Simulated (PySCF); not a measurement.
Species: C₄H₆F₂O.
Z-matrix (Å and degrees, PBE0-D3(BJ)/def2-SVP geometry), rows numbered from 1:
```
F 
C   1  1.3517
F   2  1.3523  1  107.91
C   2  1.5121  1  110.34  3  -119.35
C   4  1.5329  2  115.68  1    41.67
C   5  1.5329  4   83.76  2  -111.21
O   4  1.4195  2  110.95  1   -61.79
H   2  1.1044  1  108.17  3   118.03
H   4  1.1053  2  107.98  1   174.10
H   5  1.0971  4  114.38  2   133.84
H   5  1.0974  4  115.43  2     4.96
H   6  1.1031  5  115.21  4   111.93
H   6  1.1031  5  116.12  4  -119.01
```

The closed-shell ground state was solved at several levels (PySCF, density fitting, gas phase, non-relativistic).

| level | basis functions | HOMO (eV) | LUMO (eV) | gap (eV) | dipole (D) |
| --- | --- | --- | --- | --- | --- |
| LDA/pcJ-1 | 249 | -6.08 | 0.29 | 6.37 | 1.57 |
| PBE/pcJ-1 | 249 | -5.95 | 0.57 | 6.52 | 1.50 |
| B97-D/pcSseg-1 | 149 | -6.02 | 0.66 | 6.68 | 1.54 |
| PBE0/def2-TZVP | 253 | -7.64 | 1.29 | 8.93 | 1.58 |
| CAM-B3LYP/pcSseg-1 | 149 | -9.06 | 2.24 | 11.30 | 1.65 |
| BHandHLYP/pcSseg-1 | 149 | -9.20 | 2.08 | 11.28 | 1.73 |
| KT2/pcSseg-1 | 149 | -6.14 | 0.39 | 6.53 | 1.53 |

(1) Estimate the row for B3LYP/pcJ-0, a basis of 109 functions; the other rows only guide the guess.

(2) Over all these levels, which gives the widest orbital gap and which the narrowest?

(3) How far do the dipole and the HOMO energy spread over the levels?

## Answers

(1) HOMO -7.21 eV, LUMO 2.04 eV, gap 9.25 eV, dipole 1.78 D.

(2) CAM-B3LYP/pcSseg-1 (range-separated hybrid) has the widest, 11.30 eV, and LDA/pcJ-1 (LDA) the narrowest, 6.37 eV. Functional and basis both differ between the two, so the spread mixes both effects.

(3) The dipole runs from 1.50 to 1.78 D (mean 1.61 D) and the HOMO from -9.20 to -5.95 eV.

One conformer stands for the species.
